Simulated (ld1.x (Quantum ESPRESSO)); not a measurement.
What one change does to a pseudopotential (tungsten (W), TM)

tungsten (W), norm-conserving Troullier–Martins (Kleinman–Bylander form), made with ld1.x (Quantum ESPRESSO) 7.5 (PBE, fully relativistic). Core [Xe] 4f14, reference 5d4 6s1 6p0 (charge +1). Waves: 6s (bound): rc 2.05 bohr; 6p (bound, empty): rc 2.65 bohr; 5d (bound): rc 2.35 bohr. Local part: all-electron potential smoothed inside 1.65 bohr (lloc = -1). Core correction: Bessel-smoothed model core inside 1.20 bohr.

Open shells are filled in proportion to 2j + 1 (rel_dist='average').

Change: type RRKJ; local potential the s channel.

Cutoffs: the cutoffs (Ry, on a coarse ladder) from which the occupation-weighted sum of valence levels, in a spherical-Bessel basis at the reference potential, stays within 10 and 1 mRy of its value at 400 Ry; they do not see the model core or the augmentation charge, which bear on the density cutoff. Errors are all-electron minus pseudo energies relative to the spin-unpolarised reference configuration.

How do hardness, ghosts and transferability respond?

The potential gets softer (30 Ry and 35 Ry → 25 Ry and 35 Ry); the bound ghost in p, s disappears; of the 7 tests that both files solve, the error grows in 3 and shrinks in 1 by more than 15 % and 0.3 meV (median size 4.2 → 5.2 meV); the range in which the d3/2 phases agree narrows (upper end at the end of the scan → 0.7); the range in which the d5/2 phases agree narrows (upper end at the end of the scan → 0.8).

```tsv
quantity	base	changed
cutoff, loose	30 Ry	25 Ry
cutoff, tight	35 Ry	35 Ry
loose cutoff by channel (10 mRy a level)	s 15 Ry, d 25 Ry	d 21 Ry, s 15 Ry
bound ghosts	s, p3/2, p1/2	none
error for 5d4 6s2 6p0, meV [ΔE -8.89 eV]	-4.1	-3.1
error for 5d4 6s0 6p0, meV [ΔE 15.68 eV]	-9.3	-11
error for 5d3 6s0 6p0, meV [ΔE 41.05 eV]	-136	-179
error for 5d4 6s1.5 6p0, meV [ΔE -5.25 eV]	-1.2	-1.0
error for 5d5 6s0 6p0, meV [ΔE 0.81 eV]	-46	-51
error for 5d4 6s1 6p1, meV [ΔE -4.43 eV]	-3.6	-3.1
error for 5d4 6s0 6p1, meV [ΔE 5.40 eV]	-4.2	-5.2
s: phases at 2.90 bohr within 0.05 rad from the reference energy up to (Ry; the scan ends near 5)	1.4	0.6
p1/2: phases at 2.90 bohr within 0.05 rad from the reference energy up to (Ry; the scan ends near 5)	2.8	3.3
p3/2: phases at 2.90 bohr within 0.05 rad from the reference energy up to (Ry; the scan ends near 5)	2.1	1.6
d3/2: phases at 2.90 bohr within 0.05 rad from the reference energy up to (Ry; the scan ends near 5)	to the end of the scan	0.7
d5/2: phases at 2.90 bohr within 0.05 rad from the reference energy up to (Ry; the scan ends near 5)	to the end of the scan	0.8
```

Base: These tests converged, but a pseudo level misses the all-electron one widely, so the file describes the atom poorly there or has found another state: 5d3 6s0 6p0: empty 6p by 3.8 eV (a node warning on the way). A true bound ghost makes a file unfit for plane-wave use even where its test errors are small: the radial tests pick states by their node count and pass the ghost by.
